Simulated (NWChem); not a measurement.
Everything below was run with NWChem. System: C2H7FOSi, charge 0, spin multiplicity 1, at a geometry optimised with PBE0/def2-SVP. The structure started from a generated list of species. Level: PBE/def2-SVP.

Output (cleaned and shortened):

```
             Northwest Computational Chemistry Package (NWChem) 7.3.0
             --------------------------------------------------------

                                NWChem Input Module
                                -------------------

 Scaling coordinates for geometry "geometry" by  1.889725989
 (inverse scale =  0.529177249)

                             Geometry "geometry" -> ""
                             -------------------------

 Output coordinates in angstroms (scale by  1.889725989 to convert to a.u.)

  No.       Tag          Charge          X              Y              Z
 ---- ---------------- ---------- -------------- -------------- --------------
    1 C                    6.0000     1.80571500    -1.06754600    -0.41809800
    2 Si                  14.0000     0.49959500     0.22882300    -0.11219100
    3 F                    9.0000     0.61768800     0.70218500     1.44625100
    4 C                    6.0000    -1.22190600    -0.48184700    -0.39576400
    5 O                    8.0000    -2.16930300     0.55611400    -0.34341900
    6 H                    1.0000     1.82607600    -1.36686000    -1.47808400
    7 H                    1.0000     2.80307400    -0.68071700    -0.15805200
    8 H                    1.0000     1.62427600    -1.96796400     0.18950200
    9 H                    1.0000     0.70603500     1.44057500    -0.95377600
   10 H                    1.0000    -1.39543600    -1.26538000     0.37208400
   11 H                    1.0000    -1.21628700    -1.00987400    -1.37462200
   12 H                    1.0000    -3.04968700     0.17448200    -0.41210300

 Effective nuclear repulsion energy (a.u.)     244.0156314027

            Nuclear Dipole moment (a.u.)
            ----------------------------
        X                 Y               Z
 ---------------- ---------------- ----------------
     0.0000056692     0.0000056692     0.0000188973


 Summary of "ao basis" -> "" (spherical)
 ------------------------------------------------------------------------------
       Tag                 Description            Shells   Functions and Types
 ---------------- ------------------------------  ------  ---------------------
 *                          def2-svp                  on all atoms

  pbe96 is a nonlocal functional; adding pw91lda local functional.

                                 NWChem DFT Module
                                 -----------------

 Summary of "ao basis" -> "ao basis" (spherical)
 ------------------------------------------------------------------------------
       Tag                 Description            Shells   Functions and Types
 ---------------- ------------------------------  ------  ---------------------
 C                          def2-svp                 6       14   3s2p1d
 Si                         def2-svp                 8       18   4s3p1d
 F                          def2-svp                 6       14   3s2p1d
 O                          def2-svp                 6       14   3s2p1d
 H                          def2-svp                 3        5   2s1p

 Summary of "ao basis" -> "ao basis" (spherical)
 ------------------------------------------------------------------------------
       Tag                 Description            Shells   Functions and Types
 ---------------- ------------------------------  ------  ---------------------
 C                          def2-svp                 6       14   3s2p1d
 Si                         def2-svp                 8       18   4s3p1d
 F                          def2-svp                 6       14   3s2p1d
 O                          def2-svp                 6       14   3s2p1d
 H                          def2-svp                 3        5   2s1p

            General Information
            -------------------
          SCF calculation type: DFT
          Wavefunction type:  closed shell.
          No. of atoms     :    12
          No. of electrons :    50
           Alpha electrons :    25
            Beta electrons :    25
          Charge           :     0
          Spin multiplicity:     1
          Use of symmetry is: off; symmetry adaption is: off
          Maximum number of iterations: 100
[...]
          Density screening/tol_rho:  1.00D-10
          AO Gaussian exp screening on grid/accAOfunc:  14
          CD Gaussian exp screening on grid/accCDfunc:  20
          XC Gaussian exp screening on grid/accXCfunc:  20
          Schwarz screening/accCoul:  1.00D-08

      Superposition of Atomic Density Guess
      -------------------------------------

 Sum of atomic energies:        -541.46678368

      Non-variational initial energy
      ------------------------------

 Total energy =    -543.602197
 1-e energy   =   -1231.930875
 2-e energy   =     444.313047
 HOMO         =      -0.331613
 LUMO         =       0.064340

------------------------------------------------------------
EAF file 0: "./mol.aoints.0" size=524288 bytes
------------------------------------------------------------
               write      read    awrite     aread      wait
               -----      ----    ------     -----      ----
     calls:        1         0         0         0         0
   data(b): 5.24e+05  0.00e+00  0.00e+00  0.00e+00
   time(s): 0.00e+00  0.00e+00  0.00e+00  0.00e+00  0.00e+00
rate(mb/s): 0.00e+00  0.00e+00
------------------------------------------------------------

   convergence    iter        energy       DeltaE   RMS-Dens  Diis-err    time
 ---------------- ----- ----------------- --------- --------- ---------  ------
 d= 0,ls=0.0,diis     1   -544.2107645237 -7.88D+02  2.05D-02  8.82D-01     3.9
 d= 0,ls=0.0,diis     2   -544.0562519747  1.55D-01  1.22D-02  2.78D+00     4.9
 d= 0,ls=0.0,diis     3   -544.3038992128 -2.48D-01  1.87D-03  6.07D-02     6.0
 d= 0,ls=0.0,diis     4   -544.3075495333 -3.65D-03  8.36D-04  1.48D-02     7.0
 d= 0,ls=0.0,diis     5   -544.3088585842 -1.31D-03  2.37D-04  1.45D-03     8.1
  Resetting Diis
 d= 0,ls=0.0,diis     6   -544.3089938000 -1.35D-04  5.27D-05  3.86D-05     9.1
 d= 0,ls=0.0,diis     7   -544.3089979216 -4.12D-06  3.79D-05  5.86D-06    10.2
 d= 0,ls=0.0,diis     8   -544.3089966368  1.28D-06  2.41D-05  1.61D-05    11.3
 d= 0,ls=0.0,diis     9   -544.3089986555 -2.02D-06  2.44D-06  1.20D-07    12.4
 d= 0,ls=0.0,diis    10   -544.3089986658 -1.03D-08  6.28D-07  1.00D-08    13.4

         Total DFT energy =     -544.308998665786
      One electron energy =    -1236.607671348163
           Coulomb energy =      501.306884844452
    Exchange-Corr. energy =      -53.023843564785
 Nuclear repulsion energy =      244.015631402709

 Numeric. integr. density =       49.999998008746

     Total iterative time =     12.9s

                       DFT Final Molecular Orbital Analysis
                       ------------------------------------

 Vector   23  Occ=2.000000D+00  E=-2.756839D-01
              MO Center=  1.0D+00,  1.6D-01, -1.7D-01, r^2= 3.0D+00
   Bfn.  Coefficient  Atom+Function         Bfn.  Coefficient  Atom+Function
  ----- ------------  ---------------      ----- ------------  ---------------
    90      0.292732   9 H  s                37      0.283979   3 F  py
     5     -0.262795   1 C  py               23      0.226144   2 Si py
    91      0.221373   9 H  s                 4      0.211294   1 C  px
     3     -0.203664   1 C  s                40     -0.198968   3 F  py
     7      0.162140   1 C  px                8     -0.149779   1 C  py

 Vector   24  Occ=2.000000D+00  E=-2.488704D-01
              MO Center= -8.2D-01,  1.8D-02, -2.5D-01, r^2= 3.1D+00
   Bfn.  Coefficient  Atom+Function         Bfn.  Coefficient  Atom+Function
  ----- ------------  ---------------      ----- ------------  ---------------
    65     -0.262273   5 O  py               50      0.260421   4 C  px
    51      0.254681   4 C  py               22     -0.230878   2 Si px
    63     -0.226019   5 O  s                49      0.190227   4 C  s
   105      0.191098  12 H  s                68     -0.179871   5 O  py
    36     -0.175616   3 F  px               95     -0.164169  10 H  s

 Vector   25  Occ=2.000000D+00  E=-2.220698D-01
              MO Center= -1.9D+00,  2.2D-01, -3.8D-01, r^2= 1.4D+00
   Bfn.  Coefficient  Atom+Function         Bfn.  Coefficient  Atom+Function
  ----- ------------  ---------------      ----- ------------  ---------------
    66      0.588039   5 O  pz               69      0.445772   5 O  pz
   100      0.223870  11 H  s                95     -0.181134  10 H  s
   101      0.174203  11 H  s                52     -0.163526   4 C  pz
    96     -0.131251  10 H  s                91     -0.052500   9 H  s
    27     -0.050533   2 Si pz               26      0.044850   2 Si py

 Vector   26  Occ=0.000000D+00  E= 1.162888D-02
              MO Center= -1.3D+00,  4.2D-02, -3.4D-01, r^2= 5.8D+00
   Bfn.  Coefficient  Atom+Function         Bfn.  Coefficient  Atom+Function
  ----- ------------  ---------------      ----- ------------  ---------------
   106      0.776769  12 H  s                 3      0.768249   1 C  s
    63     -0.636549   5 O  s                26      0.464206   2 Si py
    27      0.442218   2 Si pz               49     -0.357278   4 C  s
   101      0.358165  11 H  s                81     -0.300086   7 H  s
    25     -0.288336   2 Si px               96      0.239521  10 H  s

 Vector   27  Occ=0.000000D+00  E= 2.706159D-02
              MO Center= -3.2D-01, -1.5D-01, -3.7D-01, r^2= 5.4D+00
   Bfn.  Coefficient  Atom+Function         Bfn.  Coefficient  Atom+Function
  ----- ------------  ---------------      ----- ------------  ---------------
    49      1.231116   4 C  s                27      0.901787   2 Si pz
    96     -0.741560  10 H  s                18     -0.605895   2 Si s
   106     -0.460816  12 H  s                 3      0.429029   1 C  s
    91      0.377066   9 H  s                25      0.326544   2 Si px
    35     -0.320685   3 F  s                63      0.318781   5 O  s

 Vector   28  Occ=0.000000D+00  E= 3.203300D-02
              MO Center=  1.0D+00, -1.1D+00, -4.1D-01, r^2= 6.0D+00
   Bfn.  Coefficient  Atom+Function         Bfn.  Coefficient  Atom+Function
  ----- ------------  ---------------      ----- ------------  ---------------
     3      2.011459   1 C  s                49      0.996445   4 C  s
    76     -0.923254   6 H  s                86     -0.743857   8 H  s
   101     -0.731794  11 H  s                81     -0.703873   7 H  s
    18     -0.659287   2 Si s                96     -0.431632  10 H  s
    27     -0.315347   2 Si pz               25     -0.259876   2 Si px

 center of mass
 --------------
 x =  -0.01349934 y =   0.10716535 z =   0.10518334

 moments of inertia (a.u.)
 ------------------
         335.725430797062         100.133090357362         -82.111883504195
         100.133090357362         803.009190953959         -86.078140962116
         -82.111883504195         -86.078140962116         774.076388436474

     Multipole analysis of the density
     ---------------------------------

     L   x y z        total         alpha         beta         nuclear
     -   - - -        -----         -----         ----         -------
     0   0 0 0     -0.000000    -25.000000    -25.000000     50.000000

     1   1 0 0     -0.254577     -0.127291     -0.127291      0.000006
     1   0 1 0     -0.929078     -0.464542     -0.464542      0.000006
     1   0 0 1     -0.561143     -0.280581     -0.280581      0.000019

     2   2 0 0    -23.249517   -190.450928   -190.450928    357.652340
     2   1 1 0      1.495564     29.855596     29.855596    -58.215628
     2   1 0 1     -0.179846    -18.817706    -18.817706     37.455566
     2   0 2 0    -28.878448    -62.303981    -62.303981     95.729515
     2   0 1 1     -0.214668    -22.071630    -22.071630     43.928591
     2   0 0 2    -29.440042    -63.440533    -63.440533     97.441025

 Task  times  cpu:       13.5s     wall:       13.5s

 Total times  cpu:       13.5s     wall:       13.5s
```

Q: Write an NWChem input that would produce this output.

A: Several could match; the one computed here: 
```
start mol
memory heap 200 mb stack 800 mb global 1000 mb
geometry units angstroms nocenter noautoz noautosym
  C      1.805715    -1.067546    -0.418098
  Si     0.499595     0.228823    -0.112191
  F      0.617688     0.702185     1.446251
  C     -1.221906    -0.481847    -0.395764
  O     -2.169303     0.556114    -0.343419
  H      1.826076    -1.366860    -1.478084
  H      2.803074    -0.680717    -0.158052
  H      1.624276    -1.967964     0.189502
  H      0.706035     1.440575    -0.953776
  H     -1.395436    -1.265380     0.372084
  H     -1.216287    -1.009874    -1.374622
  H     -3.049687     0.174482    -0.412103
end
basis spherical
  * library def2-svp
end
dft
  xc xpbe96 cpbe96
  semidirect memsize 60000000 filesize 0
  iterations 100
end
task dft energy
```
